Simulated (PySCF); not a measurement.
**UHF on Cr⁺ (chromium, charge +1)**

Configuration: [Ar] 3d5, high-spin 6S determinant. Computed with PySCF 2.14 in cc-pVDZ (6s5p3d1f, 43 functions), with no relativity, point nucleus.

```
Total energy                                     : -1043.137836 hartree
One-electron energy                              : -1433.5091 hartree
Hartree (Coulomb) energy                         : 438.0564 hartree
Exchange energy                                  : -47.6851 hartree
Kinetic energy                                   : 1043.42696 hartree
⟨S²⟩                                             : 8.7501
⟨L²⟩                                             : 0.000
Sum of ⟨r⟩                                       : 16.58 bohr
Sum of ⟨r²⟩                                      : 20.87 bohr²
Density at the nucleus (Gaussians lack the cusp) : 9260 bohr⁻³
Spin density at the nucleus                      : -0.424 bohr⁻³
Langevin diamagnetic susceptibility              : -16.5 ×10⁻⁶ cm³/mol
Time after the integrals                         : 0.09 s of wall time on 1 thread of Neoverse-V2 (shared host)
```

```
shell  electrons  mean orbital energy (hartree)  rms radius, mean of both spins (bohr)
 1s α          1                     -220.63669                                 0.0743
 1s β          1                     -220.63596                                 0.0743
 2s α          1                      -26.50821                                  0.319
 2s β          1                      -26.40779                                  0.319
 2p α          3                      -22.43995                                  0.288
 2p β          3                      -22.33937                                  0.288
 3s α          1                       -3.72082                                  0.982
 3s β          1                       -3.37424                                  0.982
 3p α          3                       -2.53289                                   1.06
 3p β          3                       -2.10544                                   1.06
 3d α          5                       -0.64595                                   1.52
```
